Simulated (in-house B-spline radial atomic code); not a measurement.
Ionisation energies with and without relativity, with size and susceptibility from the Dirac run. Dirac energy differences include first-order Breit, QED and recoil terms. NIST's values go from ground level to ground level; the uncertainty of those that are theory runs from under 0.1 % in few-electron ions to several per cent in heavy many-electron ones. Computed with a B-spline radial code for spherical atoms: non-relativistic Hartree-Fock and Dirac-Hartree-Fock, averages of the configuration (point nuclei without relativity, finite nuclei with it).

```tsv
ion	configuration	configuration after	ionisation non-relativistic (eV)	ionisation Dirac Breit and QED (eV)	tabulated value (eV)	tabulated kind	radius at density 0.001 (bohr)	diamagnetic susceptibility (10⁻⁶ cm³/mol)
Be3+	1s1	bare	217.69	217.72	217.7186	tabulated theory	1.24	-0.14842
Ar3+	[Ne] 3s2 3p3	[Ne] 3s2 3p2	56.53	56.53	59.58	semi-empirical	2.979	-9.6308
V3+	[Ar] 3d2	[Ar] 3d1	?	?	?	measured	?	?
Kr3+	[Ar] 3d10 4s2 4p3	[Ar] 3d10 4s2 4p2	48.76	48.87	50.85	measured	3.273	-16.771
Zr3+	[Kr] 4d1	[Ar] 3d10 4s2 4p6	33.77	33.34	34.41836	measured	3.242	-19.218
Rh3+	[Kr] 4d6	[Kr] 4d5	45.93	45.34	42	tabulated theory	3.149	-20.779
Sb3+	[Kr] 4d10 5s2	[Kr] 4d10 5s1	?	?	?	measured	?	?
Xe3+	[Kr] 4d10 5s2 5p3	[Kr] 4d10 5s2 5p2	41.17	41.46	42.2	measured	3.665	-29.072
```

Q: Fill in the row of V3+.

A: ionisation non-relativistic (eV): 44.75; ionisation Dirac Breit and QED (eV): 44.53; tabulated value (eV): 46.709; radius at density 0.001 (bohr): 2.763; diamagnetic susceptibility (10⁻⁶ cm³/mol): -10.39.

Q: Fill in the row of Sb3+.

A: ionisation non-relativistic (eV): 40.15; ionisation Dirac Breit and QED (eV): 41.62; tabulated value (eV): 43.804; radius at density 0.001 (bohr): 3.495; diamagnetic susceptibility (10⁻⁶ cm³/mol): -23.979.
